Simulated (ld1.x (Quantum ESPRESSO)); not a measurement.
# cerium, TM semilocal: configuration errors across variants

ld1.x (Quantum ESPRESSO) 7.5 input, shortened:

```
&input
   title='Ce', zed=58., rel=1, dft='PZ', iswitch=3,
   config='[Xe] 4f1 5d1 6s0 6p0'
 /
 &inputp
   pseudotype=1, tm=.true., lloc=2,
   nlcc=.true., new_core_ps=.true.
 /
4
5S  1  0   2.00   0.00  2.60  2.60  0.0
5P  2  1   6.00   0.00  2.00  2.00  0.0
4F  4  3   1.00   0.00  1.25  1.25  0.0
5D  3  2   1.00   0.00  2.60  2.60  0.0
 &test
   configts(1)='4f1 5s2 5p6 5d1 6s0 6p0'
 /
```

All-electron excitation energies from the reference (eV): (1) 4f1 5s2 5p6 5d1 6s1 6p0 -11.346; (2) 4f1 5s2 5p6 5d0 6s0 6p0 19.338; (3) 4f1 5s2 5p6 5d0 6s2 6p0 -11.062; (4) 4f1 5s2 5p5 5d1 6s2 6p0 10.357; (5) 4f0 5s2 5p6 5d2 6s2 6p0 -12.672; (6) 4f1 5s2 5p6 5d1 6s0 6p0 spin -0.370; (7) 4f1 5s2 5p6 5d1 6s2 6p0 spin -17.932.

Spin tests fill each open shell by Hund’s rule, majority spin first.

A semilocal file is local in each channel, so a ghost entry of none says nothing of the separable form that plane-wave codes build from it.

Tests that are not counted but printed errors over 1 eV. “base”: 4f1 5s2 5p6 5d1 6s2 6p0 (pseudo-atom not self-consistent, printed error -712 eV); 4f1 5s2 5p6 5d1 6s1 6p1 (solver errors, printed error -12.5 eV). “wave 4f (bound): rc 1.25 bohr becomes 4f (bound): rc 0.78 bohr”: 4f1 5s2 5p6 5d1 6s1 6p1 (solver errors, printed error -12.8 eV). “wave 4f (bound): rc 1.25 bohr becomes 4f (bound): rc 0.96 bohr”: 4f1 5s2 5p6 5d1 6s2 6p0 (spin-polarised) (solver errors, printed error -933 eV); 4f1 5s2 5p6 5d1 6s2 6p0 (solver errors, printed error -928 eV); 1 more. “wave 4f (bound): rc 1.25 bohr becomes 4f (bound): rc 1.18 bohr”: 4f1 5s2 5p6 5d1 6s2 6p0 (solver errors, printed error -966 eV); 4f1 5s2 5p6 5d1 6s1 6p1 (solver errors, printed error -13.0 eV). “wave 4f (bound): rc 1.25 bohr becomes 4f (bound): rc 1.38 bohr”: 4f1 5s2 5p6 5d1 6s2 6p0 (solver errors, printed error -974 eV); 4f1 5s2 5p6 5d1 6s1 6p1 (solver errors, printed error -12.5 eV).

Errors AE − PS in meV (a dash: test not solved or not reliable):

| change | (1) | (2) | (3) | (4) | (5) | (6) | (7) | bound ghosts |
| --- | --- | --- | --- | --- | --- | --- | --- | --- |
| base | +1940 | -1.1 | +4164 | +4887 | +4574 | +18 | +2889 | none |
| wave 4f (bound): rc 1.25 bohr becomes 4f (bound): rc 0.78 bohr | +1941 | -1.2 | +4169 | +4890 | +4507 | +9.2 | +2884 | none |
| wave 4f (bound): rc 1.25 bohr becomes 4f (bound): rc 0.96 bohr | +1941 | -1.2 | +4168 | +4889 | +4517 | +12 | – | none |
| wave 4f (bound): rc 1.25 bohr becomes 4f (bound): rc 1.18 bohr | +1940 | -1.1 | +4165 | +4887 | +4558 | +16 | +2888 | none |
| wave 4f (bound): rc 1.25 bohr becomes 4f (bound): rc 1.38 bohr | +1939 | -1.0 | +4161 | +4885 | +4616 | +22 | +2891 | none |
| wave 4f (bound): rc 1.25 bohr becomes 4f (bound): rc 1.46 bohr | +1938 | -1.0 | +4159 | +4884 | +4656 | +26 | – | none |
| wave 4f (bound): rc 1.25 bohr becomes 4f (bound): rc 1.62 bohr | +1937 | -0.9 | +4156 | +4883 | +4720 | +33 | – | none |
| wave 4f (bound): rc 1.25 bohr becomes 4f (bound): rc 1.72 bohr | +1937 | -0.9 | +4154 | +4882 | +4756 | +38 | +2899 | none |
| wave 4f (bound): rc 1.25 bohr becomes 4f (bound): rc 1.86 bohr | +1936 | -0.8 | +4151 | +4881 | +4816 | +45 | +2904 | none |

(1) Give the same row for: wave 4f (bound): rc 1.25 bohr becomes 4f (bound): rc 1.08 bohr.

Results:

(1) +1940, -1.1, +4167, +4888, +4533, +14, –; bound ghosts: none. Not counted: 4f1 5s2 5p6 5d1 6s2 6p0 (pseudo-atom not self-consistent, printed error -843 eV); 4f1 5s2 5p6 5d1 6s2 6p0 (spin-polarised) (pseudo-atom not self-consistent, printed error -713 eV); 1 more.
